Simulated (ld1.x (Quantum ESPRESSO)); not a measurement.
titanium (Ti), PAW: configuration errors across variants

Ti, PAW, made with ld1.x (Quantum ESPRESSO) 7.5 (BLYP, scalar-relativistic). Core [Ne], reference 3s2 3p6 3d2 4s2 4p0. Waves: 3s (bound): rcut 1.40, rcutus 1.50 bohr; 4s (bound): rcut 1.40, rcutus 1.50 bohr; 3p (bound): rcut 1.50, rcutus 1.75 bohr; 4p (bound, empty): rcut 1.50, rcutus 1.75 bohr; 3d (bound): rcut 2.30, rcutus 2.45 bohr; 3d channel at 0.35 Ry: rcut 2.30, rcutus 2.45 bohr. Local part: all-electron potential smoothed inside 1.50 bohr (lloc = -1). Core correction: Bessel-smoothed model core inside 1.50 bohr. Augmentation charge: PSQ, radius 1.35 bohr.

All-electron excitation energies from the reference (eV): (1) 3s2 3p6 3d2 4s1 4p0 7.287; (2) 3s2 3p6 3d2 4s0 4p0 21.005; (3) 3s2 3p6 3d1 4s0 4p0 47.949; (4) 3s2 3p6 3d1 4s2 4p0 9.631; (5) 3s2 3p6 3d3 4s0 4p0 7.448; (6) 3s1 3p6 3d2 4s2 4p0 69.364; (7) 3s2 3p6 3d1 4s2 4p1 4.718.

The overlap operator is not positive definite (basis up to 400 Ry) in “base”, “waves 3p (bound): rcut 1.50, rcutus 1.78 bohr; 4p (bound): rcut 1.50, rcutus 1.78 bohr”, “waves 3p (bound): rcut 1.50, rcutus 1.96 bohr; 4p (bound): rcut 1.50, rcutus 1.96 bohr”, “waves 3p (bound): rcut 1.50, rcutus 2.14 bohr; 4p (bound): rcut 1.50, rcutus 2.14 bohr”, “waves 3p (bound): rcut 1.50, rcutus 2.28 bohr; 4p (bound): rcut 1.50, rcutus 2.28 bohr”, “waves 3p (bound): rcut 1.50, rcutus 2.42 bohr; 4p (bound): rcut 1.50, rcutus 2.42 bohr”, “waves 3p (bound): rcut 1.50, rcutus 2.60 bohr; 4p (bound): rcut 1.50, rcutus 2.60 bohr”. Such files are unfit for use, however small their errors in these radial tests.

Tests that are not counted but printed errors over 1 eV. “waves 3p (bound): rcut 1.50, rcutus 2.14 bohr; 4p (bound): rcut 1.50, rcutus 2.14 bohr”: 3s2 3p6 3d1 4s0 4p0 (solver errors, printed error -831 eV); 3s2 3p6 3d1 4s2 4p0 (solver errors, printed error -1025 eV). “waves 3p (bound): rcut 1.50, rcutus 2.28 bohr; 4p (bound): rcut 1.50, rcutus 2.28 bohr”: 3s2 3p6 3d1 4s0 4p0 (solver errors, printed error -831 eV); 3s2 3p6 3d1 4s2 4p0 (solver errors, printed error -1025 eV). “waves 3p (bound): rcut 1.50, rcutus 2.60 bohr; 4p (bound): rcut 1.50, rcutus 2.60 bohr”: 3s2 3p6 3d1 4s2 4p1 (an occupied level unbound or not found, printed error -2.5 eV).

3 further variants failed, have other tests or too few solved ones, and are left out.

Errors AE − PS in meV (a dash: test not solved or not reliable):

```tsv
change	(1)	(2)	(3)	(4)	(5)	(6)	(7)	bound ghosts
base	-0.5	-1.1	-1.0	+1.7	-6.1	-45	+18	not determined (overlap not positive)
waves 3p (bound): rcut 1.50, rcutus 1.78 bohr; 4p (bound): rcut 1.50, rcutus 1.78 bohr	-0.4	-1.0	+27	+22	+3.2	-12	+57	not determined (overlap not positive)
waves 3p (bound): rcut 1.50, rcutus 1.96 bohr; 4p (bound): rcut 1.50, rcutus 1.96 bohr	-0.8	-1.5	-224	-134	-63	-328	+635	not determined (overlap not positive)
waves 3p (bound): rcut 1.50, rcutus 2.14 bohr; 4p (bound): rcut 1.50, rcutus 2.14 bohr	-0.7	-1.6	–	–	-72	–	–	not determined (overlap not positive)
waves 3p (bound): rcut 1.50, rcutus 2.28 bohr; 4p (bound): rcut 1.50, rcutus 2.28 bohr	-0.7	-1.8	–	–	-88	–	–	not determined (overlap not positive)
waves 3p (bound): rcut 1.50, rcutus 2.42 bohr; 4p (bound): rcut 1.50, rcutus 2.42 bohr	-0.6	-1.4	-25	-16	-14	-79	-11	not determined (overlap not positive)
waves 3p (bound): rcut 1.50, rcutus 2.60 bohr; 4p (bound): rcut 1.50, rcutus 2.60 bohr	-0.6	-1.6	-31	-20	-16	-91	–	not determined (overlap not positive)
```

Problem. Give the same row for: waves 3p (bound): rcut 1.34, rcutus 1.42 bohr; 4p (bound): rcut 1.34, rcutus 1.42 bohr.

Solution. -0.5, -1.3, -9.1, -5.4, -9.2, -44, -4.5; bound ghosts: not determined (overlap not positive). Its overlap operator is not positive definite in a basis up to 400 Ry (lowest eigenvalue s -0.04), so the file is unfit for use: the generalised eigenproblem breaks down once the basis is large enough, and its test numbers describe a broken file.
